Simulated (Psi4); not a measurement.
Psi4 input (wB97X-D/6-311+G**):

```
memory 1500 MB

molecule {
0 2
C    -1.62716027   -0.87471533   -0.43949625
C    -0.57353451    0.00802121    0.12689650
C    -0.53645204    1.38087954   -0.54835076
C     0.78895513   -0.68169206    0.08006063
O     1.71962932    0.10202203    0.82206675
H    -1.62221708   -1.93992186   -0.24724397
H    -2.48313190   -0.45703705   -0.95115441
H    -0.78463246    0.16815656    1.19819426
H    -0.31951801    1.27708729   -1.61452577
H     0.23222438    2.00899091   -0.10070274
H    -1.49849042    1.88658288   -0.44826622
H     0.70359063   -1.68737252    0.50963518
H     1.10849164   -0.78415328   -0.96475719
H     2.59579868   -0.28346948    0.72762606
symmetry c1
no_reorient
no_com
}

set {
  basis 6-311+G**
  reference uks
  scf_type df
  df_basis_scf def2-universal-jkfit
  dft_radial_points 99
  dft_spherical_points 590
  e_convergence 1e-8
  d_convergence 1e-7
  maxiter 150
}

e = energy('wb97x-d')
print_out(f'\nFINAL {e:.10f} DIPOLE {variable("CURRENT DIPOLE")[0]:.6f} {variable("CURRENT DIPOLE")[1]:.6f} {variable("CURRENT DIPOLE")[2]:.6f}\n')
```

Output:

```
   => Loading Basis Set <=

    Name: 6-311+G**
    Role: ORBITAL
    Keyword: BASIS
    atoms 1-4  entry C          line   129 file 6-311pgss.gbs
    atoms 5    entry O          line   171 file 6-311pgss.gbs
    atoms 6-14 entry H          line    42 file 6-311pgss.gbs

   => WB97X-D: Empirical Dispersion <=

    Chai and Head-Gordon Dispersion Correction
    Chai, J.-D.; Head-Gordon, M. (2010), J. Chem. Phys., 132: 6615-6620

        s6 =       1.000000

         ---------------------------------------------------------
                                   SCF
               by Justin Turney, Rob Parrish, Andy Simmonett
                          and Daniel G. A. Smith
                              UKS Reference
         ---------------------------------------------------------

  ==> Geometry <==

    Molecular point group: c1
    Full point group: C1

    Geometry (in Angstrom), charge = 0, multiplicity = 2:

       Center              X                  Y                   Z               Mass
    ------------   -----------------  -----------------  -----------------  -----------------
         C           -1.627160270000    -0.874715330000    -0.439496250000    12.000000000000
         C           -0.573534510000     0.008021210000     0.126896500000    12.000000000000
         C           -0.536452040000     1.380879540000    -0.548350760000    12.000000000000
         C            0.788955130000    -0.681692060000     0.080060630000    12.000000000000
         O            1.719629320000     0.102022030000     0.822066750000    15.994914619570
         H           -1.622217080000    -1.939921860000    -0.247243970000     1.007825032230
         H           -2.483131900000    -0.457037050000    -0.951154410000     1.007825032230
         H           -0.784632460000     0.168156560000     1.198194260000     1.007825032230
         H           -0.319518010000     1.277087290000    -1.614525770000     1.007825032230
         H            0.232224380000     2.008990910000    -0.100702740000     1.007825032230
         H           -1.498490420000     1.886582880000    -0.448266220000     1.007825032230
         H            0.703590630000    -1.687372520000     0.509635180000     1.007825032230
         H            1.108491640000    -0.784153280000    -0.964757190000     1.007825032230
         H            2.595798680000    -0.283469480000     0.727626060000     1.007825032230

  Running in c1 symmetry.

  Rotational constants: A =      0.26207  B =      0.12270  C =      0.09139 [cm^-1]
  Rotational constants: A =   7856.80454  B =   3678.56326  C =   2739.82323 [MHz]
  Nuclear repulsion =  184.192599056555537

  Charge       = 0
  Multiplicity = 2
  Electrons    = 41
  Nalpha       = 21
  Nbeta        = 20

  ==> Algorithm <==
[...]
      21A      0.006524    22A      0.065279    23A      0.079036
      24A      0.087510    25A      0.098030    26A      0.115350
      27A      0.119519    28A      0.123470    29A      0.129654
      30A      0.154612    31A      0.157077    32A      0.169124
      33A      0.179841    34A      0.185137    35A      0.196171
      36A      0.198510    37A      0.214006    38A      0.246252
      39A      0.248683    40A      0.255924    41A      0.267767
      42A      0.275287    43A      0.286247    44A      0.299793
      45A      0.306012    46A      0.321274    47A      0.326485
      48A      0.336280    49A      0.338503    50A      0.348903
      51A      0.372338    52A      0.401180    53A      0.411569
      54A      0.448515    55A      0.484082    56A      0.488057
      57A      0.516409    58A      0.549457    59A      0.561640
      60A      0.611416    61A      0.617880    62A      0.634288
      63A      0.657944    64A      0.688263    65A      0.708345
      66A      0.719199    67A      0.737590    68A      0.741010
      69A      0.757929    70A      0.770433    71A      0.778358
      72A      0.788511    73A      0.802369    74A      0.815684
      75A      0.832643    76A      0.928283    77A      0.976765
      78A      1.038835    79A      1.056092    80A      1.120307
      81A      1.152198    82A      1.178733    83A      1.192627
      84A      1.241854    85A      1.281105    86A      1.338853
      87A      1.404773    88A      1.449851    89A      1.467887
      90A      1.503913    91A      1.537825    92A      1.561780
      93A      1.569028    94A      1.576091    95A      1.624536
      96A      1.641991    97A      1.655891    98A      1.691532
      99A      1.710129   100A      1.711429   101A      1.729543
     102A      1.766550   103A      1.778419   104A      1.809164
     105A      1.821463   106A      1.857258   107A      1.877843
     108A      1.926785   109A      1.944562   110A      2.053363
     111A      2.085084   112A      2.101317   113A      2.111264
     114A      2.150891   115A      2.204889   116A      2.238506
     117A      2.256072   118A      2.293990   119A      2.349526
     120A      2.406376   121A      2.436381   122A      2.510092
     123A      2.547251   124A      2.573524   125A      2.595692
     126A      2.617461   127A      2.631226   128A      2.647576
     129A      2.683476   130A      2.700362   131A      2.716535
     132A      2.744854   133A      2.778303   134A      2.780352
     135A      2.836719   136A      2.858903   137A      2.889470
     138A      2.985596   139A      2.996539   140A      3.031148
     141A      3.063231   142A      3.161709   143A      3.241534
     144A      3.253272   145A      3.319177   146A      3.402305
     147A      3.590891   148A      3.870009   149A      3.887997
     150A      3.920103   151A      3.937307   152A      3.986223
     153A      4.027133   154A      4.107809   155A      4.390589
     156A      4.434127   157A      5.133707   158A      5.496568
     159A      5.770111   160A     23.953096   161A     23.986414
     162A     24.040620   163A     24.111050   164A     50.059227

    Final Occupation by Irrep:
              A
    DOCC [    20 ]
    SOCC [     1 ]
    NA   [    21 ]
    NB   [    20 ]

  @DF-UKS Final Energy:  -232.99266477542517

   => Energetics <=

    Nuclear Repulsion Energy =            184.1925990565555367
    One-Electron Energy =                -679.6374534771123308
    Two-Electron Energy =                 285.4691545883032973
    DFT Exchange-Correlation Energy =     -23.0104624423426927
    Empirical Dispersion Energy =          -0.0065025008289631
    VV10 Nonlocal Energy =                  0.0000000000000000
    Total Energy =                       -232.9926647754251405

  UHF NO Occupations:
  HONO-2 :   19  A 1.9996351
  HONO-1 :   20  A 1.9987991
  HONO-0 :   21  A 1.0000000
  LUNO+0 :   22  A 0.0012009
  LUNO+1 :   23  A 0.0003649
  LUNO+2 :   24  A 0.0003168
  LUNO+3 :   25  A 0.0002812

Computation Completed

Properties will be evaluated at   0.000000,   0.000000,   0.000000 [a0]

Properties computed using the SCF density matrix

 Multipole Moments:

 ------------------------------------------------------------------------------------
     Multipole            Electronic (a.u.)      Nuclear  (a.u.)        Total (a.u.)
 ------------------------------------------------------------------------------------

 L = 1.  Multiply by 2.5417464519 to convert [e a0] to [Debye]
 Dipole X            :          0.2070963           -0.0000002            0.2070960
 Dipole Y            :         -0.4579819           -0.0000003           -0.4579822
 Dipole Z            :         -0.2451940           -0.0000002           -0.2451942
 Magnitude           :                                                    0.5592465

 ------------------------------------------------------------------------------------

FINAL -232.9926647754 DIPOLE 0.207096 -0.457982 -0.245194

*** Psi4 exiting successfully. Buy a developer a beer!
```

The geometry given is a B3LYP-D3(BJ)/def2-TZVP minimum.
